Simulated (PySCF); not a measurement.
**MgPb and its ions**

PBE0; basis Mg def2-SVPD, Pb def2-SVPD with ECP60; scalar-relativistic core potentials; PySCF 2.14. Neutral (UKS): triplet (π ↑↑), Re = 2.830 Å, ωe = 203 cm⁻¹, De = 0.86 eV, HOMO -4.60 eV, LUMO -2.62 eV.

MgPb⁺ (UKS): doublet (π ↑), Re = 3.014 Å, ωe = 179 cm⁻¹. The energies at the minima are -392.75436 hartree for MgPb and -392.52480 for MgPb⁺.

Work out the adiabatic ionisation energy, without and with harmonic zero-point energies (1 hartree = 27.2114 eV, 1 eV = 8065.5 cm⁻¹), and the change of the bond length.

At PBE0: 0.22956 hartree = 6.247 eV between the minima; the zero-point term (179.0 − 203.0)/2 cm⁻¹ = -0.001 eV makes it 6.245 eV. Re changes by +18.4 pm against the neutral. The electron leaves a π orbital, and the longer bond of the ion fits a bonding orbital, or a change in how ionic the bond is.

MgPb⁻ (UKS): quartet (σ ↑, π ↑↑), Re = 2.971 Å, ωe = 167 cm⁻¹, De = 1.08 eV to Mg + Pb⁻. The energies at the minima are -392.75436 hartree for MgPb and -392.80083 for MgPb⁻.

Work out the adiabatic electron affinity, without and with harmonic zero-point energies (1 hartree = 27.2114 eV, 1 eV = 8065.5 cm⁻¹), and the change of the bond length.

At PBE0: 0.04647 hartree = 1.265 eV between the minima; the zero-point term (203.0 − 167.0)/2 cm⁻¹ = +0.002 eV makes it 1.267 eV. Re changes by +14.1 pm against the neutral. The electron enters a σ orbital; the charge polarises the partner, so the anion is bound more strongly.

Spin–orbit coupling is left out, which matters for elements this heavy, above all for dissociation energies. For an ion De counts to the pair picked by the measured ionisation energies or electron affinities, which need not be the lowest pair at this level. The highest Kohn–Sham level is positive in this anion. Much of that is self-interaction error, but it also means that the finite basis helps to hold the extra electron. States were picked by a PBE0 search and need not be the measured ground states.
